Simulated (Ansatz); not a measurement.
Consider the atomization: `[NH2][Sn][OH]` → 3 H• + N• + O• + Sn•.

Isolated molecules relaxed with PBE0-D4/def2-TZVP in Ansatz; ΔE leaves out vibrations. CBS: MP2 limit from def2 TZ/QZ plus the TZ coupled-cluster correction, frozen cores. This one scheme is used for every species, atoms too. DFT in def2-TZVPP. HSE06 is defined as in plane-wave codes. No spin–orbit coupling; open shells (•) take unrestricted orbitals. Spin–orbit coupling would lower the free atoms: a little for O; strongly for Sn. Elements past krypton have def2 core potentials. For Sn outer-core shells are correlated without core-valence functions, so the limit isn't a true one: a few kJ/mol of doubt a bond, and 10 to 20 or more in all where bonds break to atoms. Each species was taken in one conformer, which may not be the lowest.

| level | ΔE (eV) | difference from CCSD(T)/CBS |
| --- | --- | --- |
| BLYP-D4 | 20.50 | 0.18 |
| B97M-V | 20.13 | -0.19 |
| r2SCAN0-D4 | 19.27 | -1.05 |
| BHLYP-D4 | 19.04 | -1.28 |
| ωB97M-V | 20.10 | -0.22 |
| B2PLYP | 19.89 | -0.43 |
| revPBE | 19.68 | -0.64 |
| r2SCAN | 19.94 | -0.38 |
| HSE06 | 19.72 | -0.60 |
| CAM-B3LYP | 20.12 | -0.20 |
| CCSD/def2-SVP | 17.60 | -2.72 |
| HF/def2-TZVPP | 12.34 | -7.98 |
| MP2/def2-TZVPP | 19.79 | -0.53 |
| SCS-MP2/def2-TZVPP | 19.77 | -0.55 |
| CCSD(T)/def2-TZVPP | 19.40 | -0.92 |
| HF/def2-QZVPP | 12.43 | -7.89 |
| CCSD(T)/CBS | 20.32 | 0 |

Largest T1 diagnostic among the species: 0.017.

From r2SCAN to r2SCAN0 (25 % exact exchange), in def2-TZVPP and without D4, ΔE moves by −0.70 eV: exact exchange takes away binding that semilocal exchange gives to molecules. The D4 term adds +0.17 eV with B3LYP and +0.09 eV with PBE0; it sums over pairs of atoms, weighted by their polarisabilities, and B3LYP, whose exchange is more repulsive, gets the larger term. Leaving LDA and LC-ωPBE aside and taking each functional with its dispersion term where it has one, the values, not all of them listed here, spread over 1.61 eV, from BHLYP-D4 to PBE-D4. LDA lies +3.04 eV from PBE without D4, its usual overbinding.

B3LYP here is the variant with VWN-RPA as its local correlation; programs differ in this.

For atomizations the MP2-based limit and the directly extrapolated one differ by several kJ/mol either way, and by 10 to 25 for some Ge, Se and Sn compounds, so smaller differences from it don't rank the levels.
